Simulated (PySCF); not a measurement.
Input of a run (PBE0-D3(BJ)/def2-SVP geometry optimisation, gas phase (PySCF 2.14.0)), started from GFN2-xTB:
```
{"job": {"xc": "PBE0", "basis": "def2-SVP", "d3": "d3bj", "grid": 1, "shake": 0.01, "kind": "geom"}, "charge": 0, "multiplicity": 1}
C      3.933220     0.745450    -0.231680
C      2.949970    -0.103330     0.021180
C      1.514650     0.035810    -0.439520
C      0.637110     0.035760     0.759140
C      0.075730    -1.254680     1.310190
C     -0.873100    -0.295810     0.625630
C     -1.438490    -0.669950    -0.671020
C     -2.538800    -0.146120    -1.196080
C     -3.399260     0.911200    -0.530250
F     -4.509910     1.160990    -1.306720
H      4.912950     0.629510     0.122150
H      3.734060     1.660390    -0.811170
H      3.134990    -0.972850     0.602530
H      1.274940    -0.793890    -1.084470
H      1.406090     0.954460    -0.995200
H      0.838640     0.828430     1.485100
H      0.330260    -2.150150     0.799320
H     -0.012190    -1.358180     2.396510
H     -1.535050     0.264960     1.265760
H     -0.944920    -1.421230    -1.224540
H     -2.933430    -0.481890    -2.162240
H     -3.759460     0.576550     0.427000
H     -2.850320     1.868110    -0.475880
```

Output (energies in Eh, forces in Eh/bohr):
```
step   0  E = -449.70378754  max force = 0.034266
step   1  E = -449.71222406  max force = 0.008359
step   2  E = -449.71284304  max force = 0.003690
step   3  E = -449.71289845  max force = 0.004740
step   4  E = -449.71302704  max force = 0.001388
step   5  E = -449.71307140  max force = 0.000417
step   6  E = -449.71311210  max force = 0.001236
step   7  E = -449.71313813  max force = 0.001159
step   8  E = -449.71313960  max force = 0.000875
step   9  E = -449.71315549  max force = 0.000513
step  10  E = -449.71315888  max force = 0.000426
optimisation converged
```

Question: Summarise the run.

Answer: The energy falls by 5.9 kcal/mol over 11 energy and gradient evaluations, the largest force component goes from 0.0343 to 4.3e-04 Eh/bohr, and the atoms move by 0.056 Å rms after alignment. The bond that changes most is C1–H11 (terminal =CH2 carbon to vinylic hydrogen), which lengthens by 0.045 Å. Bonds longer at the end by more than 0.005 Å: 12 of 23; shorter: 6. Among the angles that change most is H22–C9–H23, from 113.1° to 107.3°. The energy never rose by more than 1e-6 Eh on the way. The first step brought 90 % of the lowering.

Question: What are the final bond lengths?

Answer: C1=C2 1.333 Å, C2–C3 1.497 Å, C3–C4 1.512 Å, C4–C5 1.494 Å, C5–C6 1.509 Å, C6–C7 1.476 Å, C7=C8 1.338 Å, C8–C9 1.497 Å, C9–F10 1.371 Å, C4–C6 1.518 Å, C1–H11 1.093 Å, C1–H12 1.095 Å, C2–H13 1.098 Å, C3–H14 1.103 Å, C3–H15 1.103 Å, C4–H16 1.096 Å, C5–H17 1.095 Å, C5–H18 1.093 Å, C6–H19 1.094 Å, C7–H20 1.095 Å, C8–H21 1.095 Å, C9–H22 1.106 Å, C9–H23 1.106 Å. Numbering counts from 1 in the input's order; the species is `C1[C@H]([C@H]1/C=C\CF)CC=C`.

The run used 205 basis functions and 73 SCF cycles in all. The run took 3.5 min of wall time on Intel Xeon Platinum 8488C, one thread, shared host with 96 logical CPUs at a one-minute load of 39, and the process peaked at 0.90 GiB of memory.

Stationary, but not proved a minimum. One conformer, not necessarily the lowest.

Conformer computed: `[CH2:1]=[CH:2][CH2:3][C@@H:4]1[CH2:5][C@@H:6]1/[CH:7]=[CH:8]\[CH2:9][F:10]`: C1–C2–C3–C4 -120°, C2–C3–C4–C5 -87°, C5–C6–C7–C8 161°, C7–C8–C9–F10 -175°.
